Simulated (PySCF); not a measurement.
Excitation energy of He by level of theory

He 1s2 (1S) → He 1s1 2p1 (3P), as a difference of total energies. Calculation: PySCF 2.14, in aug-cc-pVTZ-DK (4s3p2d, 23 functions); scalar relativity by spin-free X2C-1e. Correlated levels: valence: nothing frozen. The calculations carry no spin-orbit coupling.

```csv
method,excitation energy (cm⁻¹)
UHF,186480
LDA,188910
PBE,188940
PBE0,189760
r2SCAN,191850
revPBE,190040
r2SCAN0,192140
wB97X,193590
BHandHLYP,194540
MP2 (valence),193170
SCS-MP2 (valence),195110
```

Errors of the correlated levels include the incompleteness of this basis.

Every method misses the reference by a wide margin, which points to the basis or the choice of state and not to the methods.

The promoted electron is Rydberg-like, and one or two diffuse shells describe it only roughly, which tends to raise the upper state.

In the upper state the promoted electron has a positive orbital energy at LDA, PBE, PBE0, r2SCAN, revPBE, r2SCAN0, BHandHLYP, so the basis confines it.

For comparison: 169090 cm⁻¹ (measured; NIST levels, between the centres of gravity of the two terms).
